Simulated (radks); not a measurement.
Question: Hg I, configuration [Xe] 4f14 5d8 6s2 6p2 (not the ground configuration). All-electron calculation, Dirac Kohn-Sham, PBEsol, spin-unpolarised, spherical densities, finite nucleus; open shells are shared between the two j in proportion to 2j + 1; Fermi nuclear charge, rms radius 5.4648 fm. Program: a radial shooting solver on a logarithmic mesh with Libxc functionals. Some entries of the table are withheld. Estimate them.

| orbital | occ. | eigenvalue (hartree) | <r^2> (bohr^2) |
|---|---|---|---|
| 1s1/2 | 2 | (1) | 0.0003812 |
| 2s1/2 | 2 | -540.4037 | 0.005744 |
| 2p1/2 | 2 | -518.7239 | 0.004055 |
| 2p3/2 | 4 | -447.1921 | 0.005241 |
| 3s1/2 | 2 | -128.5315 | 0.03728 |
| 3p1/2 | 2 | -118.7201 | 0.03393 |
| 3p3/2 | 4 | -102.8773 | 0.04033 |
| 3d3/2 | 4 | (2) | 0.03087 |
| 3d5/2 | 6 | (3) | 0.03260 |
| 4s1/2 | 2 | -28.56059 | 0.1801 |
| 4p1/2 | 2 | -24.34748 | 0.1833 |
| 4p3/2 | 4 | -20.51832 | 0.2156 |
| 4d3/2 | 4 | -13.61296 | 0.2265 |
| 4d5/2 | 6 | -12.89890 | 0.2378 |
| 5s1/2 | 2 | -4.72120 | 0.9056 |
| 4f5/2 | 6 | -4.00832 | 0.2767 |
| 4f7/2 | 8 | -3.85406 | 0.2845 |
| 5p1/2 | 2 | -3.31997 | 1.051 |
| 5p3/2 | 4 | -2.63357 | 1.263 |
| 5d3/2 | 3.2 | -0.72017 | (4) |
| 5d5/2 | 4.8 | -0.64355 | (5) |
| 6s1/2 | 2 | -0.41598 | (6) |
| 6p1/2 | 0.666667 | -0.16405 | 11.35 |
| 6p3/2 | 1.33333 | -0.11545 | 15.06 |

Answer: 
(1) 1s1/2 eigenvalue (hartree): -3049.391
(2) 3d3/2 eigenvalue (hartree): -86.55245
(3) 3d5/2 eigenvalue (hartree): -83.15626
(4) 5d3/2 <r^2> (bohr^2): 2.191
(5) 5d5/2 <r^2> (bohr^2): 2.362
(6) 6s1/2 <r^2> (bohr^2): 6.653
